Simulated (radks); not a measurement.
Values are calculated unless marked as measured or tabulated.
Initial-state core-level shifts of the gallium ion Ga+ when its valence configuration changes from [Ar] 3d10 4s2. Level of theory: Dirac Kohn-Sham, BLYP, spin-unpolarised, spherical densities, finite nucleus; open shells fill j = l - 1/2 first; Fermi nuclear charge, rms radius 3.9973 fm (a radial shooting solver on a logarithmic mesh with Libxc functionals). Shifts are changes of the shell-averaged eigenvalues in eV (positive: less bound); the change of the density at the nucleus, which sets a Mossbauer isomer shift, is in e/bohr^3, on a base of 2.826e+04.

3d10 4s1 4p1: 1s -1.818; 2s -1.735; 2p -1.737; 3p -1.799; density at nucleus -13.893
3d10 4s1.5 4p0.5: 1s -0.926; 2s -0.884; 2p -0.885; 3p -0.916; density at nucleus -6.775
3d9.5 4s1.5 4p1: 1s -6.171; 2s -6.600; 2p -6.555; 3p -5.836; density at nucleus -2.848
3d9.5 4s1 4p1.5: 1s -7.019; 2s -7.413; 2p -7.368; 3p -6.674; density at nucleus -10.662
3d9 4s1.5 4p1.5: 1s -11.668; 2s -12.629; 2p -12.534; 3p -10.898; density at nucleus +1.405
3d8 4s2 4p2: 1s -22.621; 2s -24.839; 2p -24.636; 3p -20.642; density at nucleus +20.506
3d9.5 4s2 4p0.5: 1s -5.294; 2s -5.758; 2p -5.713; 3p -4.971; density at nucleus +4.641
3d9 4s2 4p1: 1s -10.835; 2s -11.826; 2p -11.732; 3p -10.078; density at nucleus +9.619
3d10 4p2: 1s -3.510; 2s -3.350; 2p -3.353; 3p -3.479; density at nucleus -29.097
